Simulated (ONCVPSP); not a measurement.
## Al (Z = 13): ONCV pseudisation with PBE, scalar-relativistic reference atom.

* Element: Al
* Generator: ONCVPSP 4.0.1
* Type: optimised norm-conserving Vanderbilt (ONCV)
* Functional: PBE
* Relativity: scalar-relativistic
* Frozen core: [He]
* Valence charge: 11
* Reference configuration: 2s2 2p6 3s2 (charge +1)
* Partial waves: 2s+3s: rc 1.05 bohr, ncon 3, nbas 7, qcut 11.8 1/bohr, 2 projectors; 2p: rc 1.00 bohr, ncon 4, nbas 7, qcut 13.3 1/bohr, local
* Local potential: the p channel
* Core correction: Teter function, fcfact 3.5, rcfact 1.35

All-electron outer shells of the reference configuration (PBE, scalar-relativistic, ld1.x):

```
shell  level (eV)  outermost node (bohr)  outermost maximum (bohr)
   1s    -1519.63                      –                      0.08
   2s     -116.50                   0.16                      0.50
   2p      -77.99                      –                      0.43
   3s      -14.81                   0.80                      2.01
```

Task: Estimate the cutoffs (Ha) at which the residual kinetic energy of the hardest occupied pseudo-wave falls to 1 and 0.1 mHa per electron.

Result: 74 Ha and 83 Ha.

Task: Does the potential have ghost states?

Result: No bound ghost flagged; no localised positive-energy state flagged.

Task: Which valence shell sets the plane-wave cutoff?

Result: 2p: 74 Ha for 1 mHa per electron, against 25 Ha for 2s.

Task: Tests: 2s2 2p6 3s2 3p1; 2s2 2p6 3s1; 2s2 2p6 3s0; 2s2 2p6 3s1 3p1. Which has the largest error in its energy relative to the reference configuration, and how large is it?

Result: 2s2 2p6 3s1 3p1, with -297 meV (all-electron minus pseudo) on +5.81 eV.
